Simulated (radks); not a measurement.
Values are calculated unless marked as measured or tabulated.
How relativity changes the ionisation of neutral erbium ([Xe] 4f12 6s2) to Er+ ([Xe] 4f12 6s1). Spin-unpolarised spherical Kohn-Sham, BLYP, point nucleus unless stated (finite: rms radius 5.2516 fm), a radial shooting solver on a logarithmic mesh with Libxc functionals. A level marked "c x" has the speed of light scaled by that factor and shares open shells by 2j + 1; other Dirac levels either fill j = l - 1/2 first or share by 2j + 1.

[
 {"level": "non-rel.", "E(Er) (hartree)": "-12502.4846", "E(Er+) (hartree)": "-12502.2695", "IE (eV)": "5.855", "HOMO": "6s", "<r> HOMO (bohr)": "4.295"},
 {"level": "scalar-rel.", "E(Er) (hartree)": "-13087.2339", "E(Er+) (hartree)": "-13087.0007", "IE (eV)": "6.347", "HOMO": "4f", "<r> HOMO (bohr)": "0.8343"},
 {"level": "scalar-rel., finite nucleus", "E(Er) (hartree)": "-13085.8988", "E(Er+) (hartree)": "-13085.6656", "IE (eV)": "6.346", "HOMO": "4f", "<r> HOMO (bohr)": "0.8343"},
 {"level": "Dirac, 2j+1 shares", "E(Er) (hartree)": "-13100.5897", "E(Er+) (hartree)": "-13100.3564", "IE (eV)": "6.350", "HOMO": "4f7/2", "<r> HOMO (bohr)": "0.8464"},
 {"level": "Dirac, low j first", "E(Er) (hartree)": "-13100.6238", "E(Er+) (hartree)": "-13100.3905", "IE (eV)": "6.349", "HOMO": "4f7/2", "<r> HOMO (bohr)": "0.8478"},
 {"level": "Dirac, 2j+1 shares, finite nucleus", "E(Er) (hartree)": "-13099.2451", "E(Er+) (hartree)": "-13099.0117", "IE (eV)": "6.349", "HOMO": "4f7/2", "<r> HOMO (bohr)": "0.8464"},
 {"level": "Dirac, c x 1.5", "E(Er) (hartree)": "-12749.3589", "E(Er+) (hartree)": "-12749.1368", "IE (eV)": "6.043", "HOMO": "6s1/2", "<r> HOMO (bohr)": "4.174"},
 {"level": "Dirac, c x 3", "E(Er) (hartree)": "-12561.7647", "E(Er+) (hartree)": "-12561.5480", "IE (eV)": "5.898", "HOMO": "6s1/2", "<r> HOMO (bohr)": "4.266"}
]

NIST Atomic Spectra Database: 6.108 eV (measured). The relativistic part of the total energy of Er is -596.8 hartree (Dirac, 2j+1 shares, finite nucleus), 4.8 % of the non-relativistic value. Spin polarisation and multiplet splitting of open shells are left out at every level.

Beside tabulated values, note that relativity, absent from the non-relativistic runs, is large for the heavy elements, and spin-unpolarised runs miss the spin-polarisation part of the exchange energy of open shells.
